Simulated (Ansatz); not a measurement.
# Scan of the Ge3–H6 bond length

BGeH4Cl (SMILES Cl[BH][GeH3]), closed shell, at its PBE0-D4/def2-TZVP minimum:

Cl1  (-1.976, -1.524, 0.067)
B2  (-0.281, -1.158, 0.180)
Ge3  (0.360, 0.783, -0.118)
H4  (0.439, -2.075, 0.430)
H5  (-0.028, 1.247, -1.533)
H6  (-0.334, 1.724, 0.884)
H7  (1.881, 0.935, 0.044)
(Å)

The bond length Ge3–H6 (1.539 Å at the minimum) is set to the values below, with the rest relaxed at PBE0-D4/def2-TZVP at each step. Each method's energies count from its own value at the PBE0-D4 minimum structure. Program: Ansatz 0.2.0. Basis: def2-TZVPP. Cores are frozen in the correlated methods. Filled d shells of the heavier atoms are correlated. The def2 sets are not built for correlating such inner shells, so the correlated values are less sure here.

CCSD(T) energies along the scan:
```csv
bond length (Å),CCSD(T) (kcal/mol)
1.385,4.93
1.416,2.83
1.461,0.84
1.514,-0.14
1.573,0.07
1.636,1.49
1.703,4.02
1.773,7.48
1.847,11.76
```
They count from the CCSD(T) energy at the PBE0-D4 minimum.

Minimum and curvature along this coordinate at CCSD(T): A fifth-order fit through the nearest points gives 1.531 Å, with a curvature of about 15 eV/Å².

Largest difference from the CCSD(T) curve over the scan: PBE-D4 2.04; PBE0-D4 0.51; MP2 1.42 kcal/mol. Each curve counts from its own value at the minimum.

No T1 diagnostic of these runs exceeds 0.014.

For scale, one of the runs: CCSD(T)/def2-TZVPP, 177 basis functions (an equivalent command: `ansatz run in.yaml --threads 4`). Time: 29 s of wall clock on 4 CPU threads; the host was shared. Peak host memory: 1.6 GiB.
